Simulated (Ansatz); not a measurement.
`C[SiH2]C1C=N1` + `[OH][Mg][OH]` → `C[O][Mg][OH]` + `[SiH3]C1C=N1`  (substitution at a C–Si bond)

Computed with Ansatz on PBE0-D4/def2-TZVP structures; ΔE is electronic, products minus reactants. CBS: MP2 limit from def2 TZ/QZ plus the TZ coupled-cluster correction, frozen cores. Functionals use def2-TZVPP. For Mg outer-core shells are correlated without core-valence functions, which leaves a few kJ/mol of doubt a bond. Each species was taken in one conformer, which may not be the lowest.

CCSD(T)/CBS gives +104.5 kJ/mol.

(1) Another level gave +103.4 kJ/mol. Which?
A. HF/def2-TZVPP
B. PBE/def2-TZVPP
C. PBE-QIDH/def2-TZVPP
D. MP2/def2-TZVPP

Largest T1 diagnostic among the species: 0.012.

Answers

(1) C. PBE-QIDH 103.4, PBE 97.3, HF/def2-TZVPP 83.9, MP2/def2-TZVPP 109.0 kJ/mol.

Leaving LDA and LC-ωPBE aside and taking each functional with its dispersion term where it has one, the values, not all of them listed here, spread over 8.8 kJ/mol, from BLYP-D4 to PBE-QIDH. At CCSD(T), def2-SVP lies −29.7 kJ/mol from the extrapolated value and def2-TZVPP −3.9 kJ/mol.
